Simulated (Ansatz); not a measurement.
Cost and result for the atomization energy of C2H7O2Si (`CO[Si](C)O`) radical (12 atoms, 11 bonds).

```json
{"atom": "C1", "x (Å)": "1.168", "y (Å)": "0.925", "z (Å)": "-1.312"}
{"atom": "O2", "x (Å)": "-0.136", "y (Å)": "0.852", "z (Å)": "-0.788"}
{"atom": "Si3", "x (Å)": "-0.810", "y (Å)": "-0.511", "z (Å)": "-0.145"}
{"atom": "C4", "x (Å)": "-0.003", "y (Å)": "-1.004", "z (Å)": "1.466"}
{"atom": "O5", "x (Å)": "-2.369", "y (Å)": "-0.135", "z (Å)": "0.224"}
{"atom": "H6", "x (Å)": "1.284", "y (Å)": "1.890", "z (Å)": "-1.808"}
{"atom": "H7", "x (Å)": "1.922", "y (Å)": "0.852", "z (Å)": "-0.519"}
{"atom": "H8", "x (Å)": "1.357", "y (Å)": "0.133", "z (Å)": "-2.045"}
{"atom": "H9", "x (Å)": "1.054", "y (Å)": "-1.239", "z (Å)": "1.321"}
{"atom": "H10", "x (Å)": "-0.089", "y (Å)": "-0.178", "z (Å)": "2.179"}
{"atom": "H11", "x (Å)": "-0.496", "y (Å)": "-1.883", "z (Å)": "1.886"}
{"atom": "H12", "x (Å)": "-2.882", "y (Å)": "0.298", "z (Å)": "-0.460"}
```

Charge 0, multiplicity 2. All single points use the PBE0-D4/def2-TZVP geometry. It is one conformer, not always the lowest. Program: Ansatz. Hardware: A = 2 threads of an AMD EPYC 7R13 on a shared host; B = 2 threads of an AMD EPYC 7R13 on a shared host and a share of an NVIDIA H100 80 GB. Times are those of one run each, without the atoms' runs, and a repeat can differ threefold. Electronic energies, without spin–orbit coupling; frozen cores. CCSD(T)/CBS adds CCSD(T) − MP2 in def2-TZVPP to the MP2 limit, and its time is that of the two runs behind it. T1 = 0.013; ⟨S²⟩ of the reference is 0.75. B3LYP takes the VWN-RPA correlation (the form of Gaussian; ORCA's B3LYP/G).

CCSD(T)/CBS is a level of theory with its own doubt, some kJ/mol a heavy atom from the limit and from the frozen cores, so smaller differences don't rank the functionals.

| level | functions | wall time | atomization (kcal/mol) | difference from CCSD(T)/CBS | per bond |
| --- | --- | --- | --- | --- | --- |
| MP2/def2-QZVPP [B] | 508 | 2.9 s | 1104.2 | 7.9 | 0.7 |
| PBE-D4/def2-TZVPP (with forces) [A] | 264 | 5.5 s | 1113.1 | 16.8 | 1.5 |
| PBE0-D4/def2-TZVPP [A] | 264 | 8.5 s | 1092.8 | -3.5 | -0.3 |
| r2SCAN-D4/def2-TZVPP (with forces) [A] | 264 | 11 s | 1099.9 | 3.6 | 0.3 |
| B3LYP-D4/def2-TZVPP (with forces) [A] | 264 | 11 s | 1094.1 | -2.2 | -0.2 |
| CCSD(T)/def2-TZVPP [B] | 264 | 11 s | 1066.9 | -29.4 | -2.7 |
| B2PLYP/def2-TZVPP [A] | 264 | 13 s | 1083.6 | -12.7 | -1.2 |
| CCSD(T)/CBS(def2) | – | 13 s | 1096.3 | 0.0 | 0.0 |
| ωB97X-V/def2-TZVPP [A] | 264 | 19 s | 1095.9 | -0.4 | 0.0 |
| ωB97M-V/def2-TZVPP (with forces) [A] | 264 | 23 s | 1096.0 | -0.3 | 0.0 |

The D4 term adds +8.7 kcal/mol with B3LYP and +4.6 kcal/mol with PBE0; it sums over pairs of atoms, weighted by their polarisabilities, and B3LYP, whose exchange is more repulsive, gets the larger term. In def2-TZVPP, CCSD(T) changes the Hartree–Fock value by +266.3 kcal/mol (the triples alone add +14.7 kcal/mol) and MP2 by +286.0 kcal/mol; breaking electron pairs costs correlation energy, which Hartree–Fock lacks. From PBE to PBE0 (25 % exact exchange), in def2-TZVPP and without D4, the atomization energy moves by −19.5 kcal/mol: exact exchange takes away binding that semilocal exchange gives to molecules.
